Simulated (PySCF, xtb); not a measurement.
CH₃ClMgO, SMILES C[O][Mg][Cl].

GFN2-xTB run with xtb at its own geometry gives an orbital gap of 1.89 eV and a dipole moment of 1.29 D.

The structure is a stationary point at B3LYP-D3(BJ)/def2-SVP. Other conformers were not sampled.

Question: What does B3LYP/def2-TZVPD run with PySCF give? (The exact figures need the calculation; the answer reports its results.)

Answer: gap 5.45 eV (levels -7.24 and -1.80 eV), dipole 1.67 D.
